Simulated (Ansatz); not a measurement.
One change: `CBN([SiH3])[SiH3]` becomes `[NH2][Mg][N]([SiH3])[SiH3]`.

Ansatz, PBE0-D4/def2-TZVP geometries, multiplicity 1. Each molecule was computed in one conformer, which needn't be the lowest.

| property | `CBN([SiH3])[SiH3]` |
| --- | --- |
| size of the dipole moment (B3LYP/def2-TZVPP) / D | 0.37 |
| HOMO energy (PBE0/def2-TZVPP) / eV | -8.20 |
| LUMO energy (ωB97M-V/def2-TZVPP) / eV | 1.67 |
| LUMO energy (PBE/def2-TZVPP) / eV | -1.16 |
| HOMO–LUMO gap (PBE0/def2-TZVPP) / eV | 8.01 |
| size of the dipole moment (PBE/def2-TZVPP) / D | 0.40 |

(1) What does the change do to each property? (Best estimate.)

Results:

(1) The calculation gave: 
| property | `[NH2][Mg][N]([SiH3])[SiH3]` | shift |
| --- | --- | --- |
| size of the dipole moment (B3LYP/def2-TZVPP) / D | 1.41 | 1.04 |
| HOMO energy (PBE0/def2-TZVPP) / eV | -6.52 | 1.68 |
| LUMO energy (ωB97M-V/def2-TZVPP) / eV | 0.10 | -1.57 |
| LUMO energy (PBE/def2-TZVPP) / eV | -2.01 | -0.85 |
| HOMO–LUMO gap (PBE0/def2-TZVPP) / eV | 5.26 | -2.75 |
| size of the dipole moment (PBE/def2-TZVPP) / D | 1.49 | 1.09 |

With PBE0 the HOMO rises by 1.68 eV and the LUMO falls by 1.07 eV, so the gap narrows by about 2.75 eV. PBE moves the HOMO by 1.78 eV and ωB97M-V by 1.51 eV. Dipoles are sizes alone; their direction can turn.

B3LYP here is the variant with VWN-RPA as its local correlation; programs differ in this.
